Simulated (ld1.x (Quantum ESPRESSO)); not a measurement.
**Debugging a pseudopotential input (hydrogen, ld1.x (Quantum ESPRESSO) 7.5)**

Command:

```bash
ld1.x < H.in > H.out
```

Input:

```
&input
   title='H', zed=1., rel=1, dft='BLYP', iswitch=3,
   config='1s1 2p-2',
   nld=2, rlderiv=1.40, eminld=-2.0, emaxld=5.0, deld=0.02
 /
 &inputp
   pseudotype=2, tm=.true., lloc=-1, rcloc=6.00,
   nlcc=.false.,
   file_pseudopw='H.UPF', file_wfcaegen='ae.wfc', file_wfcncgen='nc.wfc', file_beta='beta', file_chi='chi'
 /
2
1S  1  0   1.00   0.00  1.20  1.20  0.0
2P  2  1  -2.00   0.05  1.30  1.30  0.0
 &test
   configts(1)='1s1'
 /
```

This is an input that runs to its end, with one change: rcloc set to 6.00 bohr.

Task: How does the run end?

Result: The program runs through. The occupied levels of the test differ from the all-electron ones by at most 0.00000 Ry (unchanged input: 0.00000 Ry).

```

      Generating local potential from pseudized AE potential:
      Matching radius rcloc =   6.0000

      Local pseudo, rcloc= 6.050 Estimated cut-off energy=     1.75 Ry

      Wfc   1S  rcut= 1.191  Using Troullier-Martins method

      Wfc   2P  rcut= 1.284  Using Troullier-Martins method

     ------------------- End of pseudopotential generation -------------------

     Computing logarithmic derivative in   1.39274
     Computing logarithmic derivative in   1.39274
     Computing the partial wave expansion

     ---------------------- Testing the pseudopotential ----------------------

     H
     scalar relativistic calculation

     atomic number is  1.00   valence charge is  1.00
     dft =BLYP   lsd =0 sic =0 latt =0  beta=0.20 tr2=1.0E-14
     mesh = 929 r(mesh) =  99.48432 xmin = -7.00 dx = 0.01250

     n l     nl             e AE (Ry)        e PS (Ry)    De AE-PS (Ry)
     1 0     1S   1( 1.00)       -0.48006       -0.48006        0.00000

     eps = 2.4E-15  iter =  5

     Etot =      -0.922660 Ry,      -0.461330 Ha,     -12.553426 eV
     Etotps =    -0.924313 Ry,      -0.462157 Ha,     -12.575919 eV

     Ekin =       0.875618 Ry,       0.437809 Ha,      11.913394 eV
     Encl =       0.052436 Ry,       0.026218 Ha,       0.713427 eV
     Ehrt =       0.579221 Ry,       0.289611 Ha,       7.880705 eV
     Ecxc =      -0.508518 Ry,      -0.254259 Ha,      -6.918734 eV
     Epseu=      -1.923071 Ry,      -0.961535 Ha,     -26.164711 eV

     ---------------------- End of pseudopotential test ----------------------
```
